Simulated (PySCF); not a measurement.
# CHO2, SMILES `[O]C=O` (charge 0, multiplicity 2)

These are PBE-D3(BJ)/def2-TZVP // PBE0-D4/def2-TZVP in PySCF values and carry that method's errors.

```yaml
highest_occupied_spin_orbital: -7.78 eV
dipole_moment: 1.47 D
total_energy: -188.9774 Ha
cost: around 110 core-seconds (rough)
```

```xyz
4

O      1.2240    -0.0989    -0.0743
C     -0.0104    -0.1121    -0.0156
O     -0.9833    -0.8108    -0.0682
H     -0.2303     1.0217     0.1582
```
Charge 0, spin multiplicity 2.
